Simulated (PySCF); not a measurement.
Pb(NH2)(SH) (H3NPbS), SMILES [NH2][Pb][SH] (connectivity only; charge and spin as stated), neutral, multiplicity 1.

Geometry optimised at r2SCAN-D4/def2-SVP. The def2 effective core potentials stand for the cores of Pb; spin–orbit coupling is left out. The values are those of a single conformer.

Computed with PySCF 2.14.0 with TDDFT-PBE0/def2-SVPD.

Vertical excitations. Gas-phase values at a fixed geometry. State labels are in the subgroup Cs.

| state | symmetry | energy (eV) | λ (nm) | f | main pairs |
|---|---|---|---|---|---|
| S1 | A' | 3.87 | 321 | 0.033 | HOMO→LUMO 94 % |
| S2 | A" | 4.01 | 309 | 0.015 | HOMO−1→LUMO 100 % |
| S3 | A' | 4.62 | 269 | 0.040 | HOMO−2→LUMO 92 % |
| S4 | A" | 4.80 | 258 | 0.014 | HOMO→LUMO+1 99 % |
| S5 | A" | 5.45 | 228 | 0.005 | HOMO−2→LUMO+1 74 %, HOMO→LUMO+2 15 % |
| S6 | A" | 5.61 | 221 | 0.003 | HOMO→LUMO+2 79 %, HOMO−2→LUMO+1 17 % |
| S7 | A" | 5.71 | 217 | 0.018 | HOMO−3→LUMO 93 % |
| S8 | A" | 5.77 | 215 | 0.005 | HOMO→LUMO+3 83 % |
| S9 | A' | 5.96 | 208 | 0.314 | HOMO−1→LUMO+1 66 %, HOMO−1→LUMO+2 28 % |
| S10 | A' | 6.27 | 198 | 0.243 | HOMO−1→LUMO+2 50 %, HOMO−1→LUMO+3 29 %, HOMO−1→LUMO+1 15 % |
| T1 | A' | 3.03 | 409 | 0 | HOMO→LUMO 87 % |
| T2 | A" | 3.41 | 364 | 0 | HOMO−1→LUMO 98 % |
| T3 | A' | 3.63 | 342 | 0 | HOMO−2→LUMO 87 % |
| T4 | A" | 4.58 | 271 | 0 | HOMO→LUMO+1 95 % |
Triplets are in the Tamm–Dancoff approximation, which puts them higher than full response would, so one can lie above its singlet here.
